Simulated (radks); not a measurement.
The numbers below are computed, except where a source is named.
Question: Ionisation of neutral promethium, [Xe] 4f5 6s2, to [Xe] 4f5 6s1 as the strength of local exchange is varied. Level of theory: scalar-relativistic Kohn-Sham, Slater X-alpha exchange (alpha = 2/3 is LDA exchange), no correlation, spin-polarised, spherical densities, finite nucleus; open shells are filled with parallel spins first (spin-orbit coupling, left out, can overturn this in heavy ions); Fermi nuclear charge, rms radius 4.962 fm (a radial shooting solver on a logarithmic mesh with Libxc functionals).

| alpha | E(Pm) (hartree) | exchange (hartree) | IE (eV) | -e of the level emptied (eV) | <r> of it (bohr) |
|---|---|---|---|---|---|
| 0.576 | -9977.7128 | -185.7623 | 4.336 | 2.377 (6s) | 4.689 |
| 0.667 | -10007.2078 | -215.7897 | 4.664 | 2.720 (6s) | 4.573 |
| 0.828 | -10059.6168 | -269.3442 | 5.305 | 3.399 (6s) | 4.364 |
| 0.862 | -10070.7210 | -280.7239 | 5.448 | 3.552 (6s) | 4.321 |
| 0.982 | -10110.0134 | -321.0827 | 5.971 | 4.115 (6s) | 4.178 |
| x | -10110.9977 | -322.0955 | 5.985 | 4.130 (6s) | 4.174 |

Which alpha was used in the last row?

Answer: alpha = 0.985. NIST Atomic Spectra Database: 5.582 eV (measured). The Delta-SCF value meets it near alpha = 0.89. Open shells are spherical and high-spin; term and fine-structure splittings are not resolved. Spin-orbit splitting is averaged out at the scalar-relativistic level.
